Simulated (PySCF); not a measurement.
Correlation energy of N²⁺ (nitrogen, charge +2)

[He] 2s2 2p1, 2P determinant. Computed with PySCF 2.14 in cc-pVDZ-DK (3s2p1d, 14 functions), with scalar relativity by spin-free X2C-1e. Frozen: 1s2; 3 electrons correlated.

MP2 pair energies summed by pair of shells (mhartree):

| pair | energy | share (%) |
| --- | --- | --- |
| 2s-2s | -29.60 | 64.7 |
| 2s-2p | -16.16 | 35.3 |

Total MP2 correlation energy: -45.76 mhartree.

Same-spin part -2.32 and opposite-spin part -43.44 mhartree; SCS-MP2 scales them by 1/3 and 6/5 to -52.90 mhartree.

```tsv
level	correlation energy (mhartree)
CCSD	-74.26
(T)	-0.54
CCSD(T)	-74.80
```

Diagnostics: T1 = 0.0065, D1 = 0.0121, largest double amplitude 0.138.

Cost of the coupled-cluster step: 0.09 s of wall time on 1 thread of Neoverse-V1 (shared host), for 3 correlated electrons.

Iterations:

```
CC2 = 0
CCSD nocc = (np.int64(2), np.int64(1)), nmo = (13, 13)
frozen orbitals [[0], [0]]
max_cycle = 100
direct = 0
conv_tol = 1e-08
conv_tol_normt = 1e-06
diis_space = 8
diis_start_cycle = 0
Init t2, MP2 energy = -0.0457582256388298
Init E_corr(UCCSD) = -0.0457582256391399
cycle = 1  E_corr(UCCSD) = -0.0619294164378086  dE = -0.0161711908  norm(t1,t2) = 0.0535845
cycle = 2  E_corr(UCCSD) = -0.0685157311768027  dE = -0.00658631474  norm(t1,t2) = 0.0257237
cycle = 3  E_corr(UCCSD) = -0.0743404515073152  dE = -0.00582472033  norm(t1,t2) = 0.0128653
cycle = 4  E_corr(UCCSD) = -0.0742317353206728  dE = 0.000108716187  norm(t1,t2) = 0.000848773
cycle = 5  E_corr(UCCSD) = -0.0742645666251625  dE = -3.28313045e-05  norm(t1,t2) = 0.000105432
cycle = 6  E_corr(UCCSD) = -0.0742511181143407  dE = 1.34485108e-05  norm(t1,t2) = 2.34741e-05
cycle = 7  E_corr(UCCSD) = -0.0742553034703922  dE = -4.18535605e-06  norm(t1,t2) = 8.63218e-06
cycle = 8  E_corr(UCCSD) = -0.0742551665525773  dE = 1.36917815e-07  norm(t1,t2) = 7.13398e-07
cycle = 9  E_corr(UCCSD) = -0.0742551102249907  dE = 5.63275866e-08  norm(t1,t2) = 2.50187e-07
cycle = 10  E_corr(UCCSD) = -0.0742550560095687  dE = 5.4215422e-08  norm(t1,t2) = 1.24623e-07
cycle = 11  E_corr(UCCSD) = -0.0742550541570135  dE = 1.85255522e-09  norm(t1,t2) = 5.17934e-09
UCCSD converged
E(UCCSD) = -52.90961523717954  E_corr = -0.0742550541570135
UCCSD(T) correction = -0.000541042628354086
```
